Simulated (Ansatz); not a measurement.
`B[O][GaH2]` + `[NH2][GaH2]` → `B[NH][GaH2]` + `[OH][GaH2]`  (ligand exchange at a B–O bond)

Computed with Ansatz on PBE0-D4/def2-TZVP structures; ΔE is electronic, products minus reactants. CCSD(T)/CBS is the MP2 limit (def2-TZVPP, def2-QZVPP) plus CCSD(T) − MP2 in def2-TZVPP, frozen cores. DFT in def2-TZVPP. For Ga outer-core shells are correlated without core-valence functions, which leaves a few kJ/mol of doubt a bond. Scalar relativity is left out up to krypton.

`B[O][GaH2]`:

Z-matrix (Å, degrees):
```
B
O 1 1.331
H 1 1.205 2 118.8
H 1 1.208 2 120.8 3 -180.0
Ga 2 1.788 1 149.5 3 179.9
H 5 1.555 2 114.4 1 92.1
H 5 1.555 2 114.4 1 -91.9
```

`[NH2][GaH2]`:

```xyz
6

N     0.530    0.539    0.580
Ga   -0.479   -0.486   -0.524
H     0.151    1.160    1.275
H     1.536    0.555    0.572
H    -2.028   -0.377   -0.364
H     0.289   -1.391   -1.539
```

`B[NH][GaH2]`:

```xyz
8

B    -0.223   -1.321    0.462
N     0.213    0.005    0.571
Ga    0.097    1.281   -0.769
H    -0.105   -2.078    1.387
H    -0.715   -1.686   -0.570
H     0.624    0.282    1.452
H    -0.542    0.815   -2.110
H     0.651    2.701   -0.424
```

`[OH][GaH2]`:

Cartesian coordinates in Å:
```
O 0.377 0.678 -1.013
Ga -0.004 -0.137 0.532
H -0.100 0.329 -1.768
H -1.046 -1.304 0.495
H 0.773 0.435 1.753
```

```csv
species,BLYP-D4 energy (Eh)
`B[O][GaH2]`,-2027.46158
`[NH2][GaH2]`,-1982.09397
`B[NH][GaH2]`,-2007.56536
`[OH][GaH2]`,-2001.98861
```

(1) Work out ΔE.

Largest T1 diagnostic among the species: 0.016.

## Answers

(1) ΔE = (-2007.56536) + (-2001.98861) − (-2027.46158) − (-1982.09397) = 0.00158 Eh = +4.1 kJ/mol. CCSD(T)/CBS gives +0.2 kJ/mol.

In def2-TZVPP, CCSD(T) changes the Hartree–Fock value by −13.2 kJ/mol (the triples alone add −1.8 kJ/mol) and MP2 by −15.2 kJ/mol. Leaving LDA and LC-ωPBE aside and taking each functional with its dispersion term where it has one, the values, not all of them listed here, spread over 9.7 kJ/mol, from revPBE-D4 to BHLYP-D4. At CCSD(T), def2-SVP lies +8.6 kJ/mol from the extrapolated value and def2-TZVPP +0.4 kJ/mol.
